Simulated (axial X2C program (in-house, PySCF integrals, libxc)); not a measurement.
## Nuclear properties of ClTaCl⁺

Calculated with an in-house all-electron X2C program for linear molecules (integrals from PySCF): two-component X2C with atomic mean-field Coulomb and Gaunt terms, Gaussian nuclei, basis Cl dyall-av3z, Ta dyall-v3z with contracted cores.

Cl–Ta–Cl held linear, with bonds 2.223 and 2.223 Å (near the PBE0 minimum at charge 1 of the determinant lowest at the starting distance; the state shown can have its own minimum elsewhere, held linear; other orders of the atoms were not compared).

Determinant lowest in the PBE0 search, Ω = 1 (⟨Sz⟩ = -0.99, ⟨Lz⟩ = 1.99 at PBE0), spin on the atoms Cl 0.03, Ta -1.04, Cl 0.03:

```json
{"level": "PBE0", "A∥/gI Cl (MHz)": "-15.8", "qzz Cl (a.u.)": "-0.26", "A∥/gI Ta (MHz)": "-4510", "qzz Ta (a.u.)": "-11.34"}
{"level": "HF", "A∥/gI Cl (MHz)": "-3.69", "qzz Cl (a.u.)": "-0.16", "A∥/gI Ta (MHz)": "-4200", "qzz Ta (a.u.)": "-12.92"}
{"level": "TPSSh", "A∥/gI Cl (MHz)": "-12.9", "qzz Cl (a.u.)": "-0.32", "A∥/gI Ta (MHz)": "-4480", "qzz Ta (a.u.)": "-11.12"}
```

Determinant 0.50 eV from it at PBE0 and this distance, Ω = 3 (⟨Sz⟩ = 1.00, ⟨Lz⟩ = 2.00 at PBE0), spin on the atoms Cl -0.03, Ta 1.05, Cl -0.03:

```tsv
level	A∥/gI Cl (MHz)	qzz Cl (a.u.)	A∥/gI Ta (MHz)	qzz Ta (a.u.)
PBE0	4.48	-0.26	2250	-11.76
HF	-5.7	-0.16	2040	-13.15
TPSSh	5.18	-0.33	2260	-11.58
```

A∥ (defined per Ω) follows by multiplying with gI = μI/(I μN); qzz is the electric field gradient, eQq0 = 234.96 MHz × Q/barn × qzz. The operators were transformed with the bare-nucleus X2C matrices; with these basis sets, hyperfine constants and field gradients can be off by tens of per cent, and where levels differ in sign neither size nor sign is settled.

(1) With Q(35Cl) = -0.08112 barn, gI(181Ta) = 0.6773, Q(181Ta) = 3.17 barn (g factors from the IAEA table of nuclear moments by Stone; Q from Pyykkö, Mol. Phys. 2018), turn the PBE0 values of the first state into constants in MHz.

The molecule was held linear; bending was not examined, so a bent shape may lie lower.

Each state is one determinant with collinear spin, which with several unpaired electrons need not be a pure state. Unrestricted Hartree–Fock can overshoot spin polarisation at the nuclei. With several open shells hyperfine constants can be off by a factor of several. Open-shell Ω = 0 determinants with evenly filled partner blocks cannot be reached by this program, so the Ω shown need not be the lowest component. The search compared states at one distance, so a state with another bond length can lie lower. Where a field gradient or hyperfine factor spreads by more than a factor of two over the levels, a constant derived from it is not to be relied on. PBE0 term energies can be off by some tenths of an eV.

## Answers

(1) eQq0(35Cl) = 234.96 × (-0.08112) × (-0.26) = 4.96 MHz; A∥(181Ta) = -4510 × 0.6773 = -3050 MHz; eQq0(181Ta) = 234.96 × (3.17) × (-11.34) = -8450 MHz.
